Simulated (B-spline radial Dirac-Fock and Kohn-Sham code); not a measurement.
How the settings move the core levels of Ir⁷⁺

ΔSCF core binding energies without Breit or QED terms, calculated with a radial B-spline solver. Keys: rel is the Hamiltonian (dirac, or spin-free x2c and nr, where L3 and M5 stand for the whole 2p and 3d shells), method is hf or an exchange,correlation pair (spin-unpolarised, also for the hole states), nuc the nuclear model, radius_factor scales its radius, rmax is the box in bohr, h the logarithmic mesh step, order the B-spline order, points the quadrature points per cell, c_factor scales the speed of light, and damp, ndamp, maxit and tol steer the iteration. The run stops when the commutator error falls below 10·tol·max(1, Z/10), or the numerical noise floor, and the energy has settled to about 1e-8 Ha; the virial ratio is −V/T.

Base input:

```json
{"items": [{"Z": 77, "q": 7, "cfg": [[1, 0, 2], [2, 0, 2], [2, 1, 6], [3, 0, 2], [3, 1, 6], [3, 2, 10], [4, 0, 2], [4, 1, 6], [4, 2, 10], [4, 3, 14], [5, 0, 2], [5, 1, 6], [5, 2, 2]], "A": 193, "rrms": 5.4032, "do": "settings", "holes": ["K", "L3", "M5"],
  "settings": [{"rel": "dirac", "method": "hf", "nuc": "fermi", "radius_factor": 1.0, "rmax": 45.0, "h": 0.3, "order": 8, "points": 10, "c_factor": 1.0, "maxit": 60, "damp": 0.5, "ndamp": 3, "tol": 1e-08}]}]}
```

The ground state converged in 10 iterations, with total energy -17835.41051 Ha, virial ratio 1.87820 and highest orbital energy -103.24 eV. ΔSCF binding energies: K (1s) 76625.2 eV, L3 (2p3/2) 11366.0 eV, M5 (3d5/2) 2161.9 eV.

Changes from the base run:

| changed setting | Δ total energy (Ha) | Δ K (eV) | Δ L3 (eV) | Δ M5 (eV) | iterations |
| --- | --- | --- | --- | --- | --- |
| rmax = 60.0 | 0.00000 | 0.00 | 0.00 | 0.00 | 10 |
| order = 7 | +0.00017 | 0.00 | 0.00 | 0.00 | 10 |
| c_factor = 0.9 | -305.37301 | +2008.28 | +8.68 | -13.34 | 10 |
| rmax = 60.0; h = 0.5; tol = 0.0001 | +0.56176 | -0.10 | -0.09 | +0.45 | 8 |
| nuc = "gauss"; h = 0.5; tol = 0.0001 | +0.53406 | +0.20 | -0.10 | +0.45 | 8 |
| h = 0.5 | ? | ? | ? | ? | ? |
| damp = 0.8 | 0.00000 | 0.00 | 0.00 | 0.00 | 10 |

Question: What does the change h = 0.5 do?

Answer: The total energy moves by +0.56176 Ha and the binding energies by K -0.10 eV, L3 -0.09 eV, M5 +0.45 eV; the run takes 10 iterations.
